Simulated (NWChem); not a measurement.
Molecule: bromine monochloride (BrCl); SMILES ClBr

```xyz
2

Cl     0.0000     0.0000     1.4518
Br     0.0000     0.0000    -0.7127
```
Atoms are numbered in this order, from 1.

Results from NWChem. The geometry was optimised at PBE0/def2-SVP. Vzz is the largest principal value of the second derivative of the potential at the nucleus (NWChem prints the opposite sign); η is the asymmetry. Non-relativistic.

**Question.** What does the run give for CAM-B3LYP/def2-TZVP? Quantities: Vzz Cl1 (a.u.); η Cl1; Vzz Br2 (a.u.); η Br2.

**Answer.** The vzz Cl1 (a.u.) is 5.717, the η Cl1 comes out as 0.00 and the vzz Br2 (a.u.) comes out as 11.561. The η Br2 comes out as 0.00.
